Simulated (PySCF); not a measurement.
# Orbital picture of InI

PBE0 at R = 2.784 Å; PySCF, scalar-relativistic core potentials, basis sets In cc-pVTZ-PP with ECP28, I cc-pVTZ-PP with ECP28. State: ¹Σ⁺ (singlet), closed shell. Only the outer orbitals are listed, counted within each symmetry, core potentials removing the inner ones.

| orbital | occ. | ε (eV) | on In (%) | main shells (%) |
| --- | --- | --- | --- | --- |
| 7σ | 2 | -18.21 | 5 | 95 I s |
| 8σ | 2 | -10.30 | 71 | 70 In s, 26 I p |
| 5π | 2 | -7.15 | 6 | 94 I p |
| 5π | 2 | -7.15 | 6 | 94 I p |
| 9σ | 2 | -6.80 | 47 | 53 I p, 26 In s, 20 In p |
| 6π | 0 | -1.97 | 95 | 94 In p |
| 6π | 0 | -1.97 | 95 | 94 In p |
| 10σ | 0 | -0.31 | 95 | 91 In p, 11 I p |

Task: Which are the highest filled and the lowest empty level, where do they sit, and how wide is the gap?

Result: Highest filled 9σ at -6.80 eV (in %: 53 I p, 26 In s, 20 In p); lowest empty 6π at -1.97 eV (in %: 94 In p); the gap at PBE0 is 4.83 eV.

```
bond order (Mayer)                              : 1.07
⟨S²⟩                                            : 0.000
charge on In (Mulliken, basis-dependent)        : 0.35
charge on In (Löwdin, basis-dependent)          : 0.10
dipole moment (positive dipole means In(−)I(+)) : -3.55 D
polarisability along the bond                   : 114.2 bohr³
polarisability across the bond                  : 58.8 bohr³
```

Spin–orbit coupling is left out.
